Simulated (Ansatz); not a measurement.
Calculated with Ansatz (gas phase, PBE0-D4/def2-TZVP geometries, no zero-point term in ΔE). CBS: MP2 limit from def2 TZ/QZ plus the TZ coupled-cluster correction, frozen cores. This one scheme is used for every species. Functionals use def2-TZVPP. For Ge outer-core shells are correlated without core-valence functions, which leaves a few kJ/mol of doubt a bond. Scalar relativity is left out up to krypton. Each species was taken in one conformer, which may not be the lowest.

Consider the ligand exchange at the Si–C bond: `F[SiH](F)[CH2][GeH3]` + `C=N` → `C=N[SiH](F)F` + `[CH3][GeH3]`.

`F[SiH](F)[CH2][GeH3]`:

Cartesian coordinates in Å:
```
F 2.575 1.257 0.659
Si 1.315 0.301 0.832
F 0.531 0.817 2.117
C 0.221 0.396 -0.639
Ge -1.471 -0.592 -0.464
H 1.819 -1.056 1.124
H 0.760 -0.005 -1.503
H -0.015 1.442 -0.856
H -2.163 -0.650 -1.835
H -2.383 0.116 0.547
H -1.188 -2.025 0.018
```

`C=N`:

Z-matrix (Å, degrees):
```
C
N 1 1.261
H 1 1.096 2 124.9
H 1 1.092 2 118.8 3 -180.0
H 2 1.021 1 111.0 3 -0.0
```

`C=N[SiH](F)F`:

Cartesian coordinates in Å:
```
C -0.139 1.511 0.210
N -0.214 0.548 -0.597
Si 0.107 -1.102 -0.282
F 0.480 -1.378 1.240
F -1.213 -1.920 -0.581
H -0.360 2.529 -0.127
H 0.142 1.408 1.268
H 1.197 -1.596 -1.132
```

`[CH3][GeH3]`:

Cartesian coordinates in Å:
```
C -0.206 0.568 -0.841
Ge 0.182 -0.503 0.745
H -1.077 1.200 -0.667
H 0.644 1.206 -1.085
H -0.411 -0.080 -1.694
H 0.468 0.409 1.952
H 1.415 -1.393 0.503
H -1.014 -1.408 1.088
```

| level | ΔE (kJ/mol) |
| --- | --- |
| ωB97X-V | -39.3 |
| MP2/def2-TZVPP | -39.8 |

Q: What does CCSD(T)/CBS give? (Estimate.)

A: Ansatz gave: -37.2 kJ/mol. The listed levels differ from it by -2.1, -2.6 kJ/mol.

Largest T1 diagnostic among the species: 0.013.

In def2-TZVPP, CCSD(T) changes the Hartree–Fock value by +16.6 kJ/mol (the triples alone add +1.5 kJ/mol) and MP2 by +14.0 kJ/mol. The D4 term adds +3.1 kJ/mol with B3LYP and +1.8 kJ/mol with PBE0; it sums over pairs of atoms, weighted by their polarisabilities, and B3LYP, whose exchange is more repulsive, gets the larger term.

B3LYP here is the variant with VWN-RPA as its local correlation; programs differ in this.
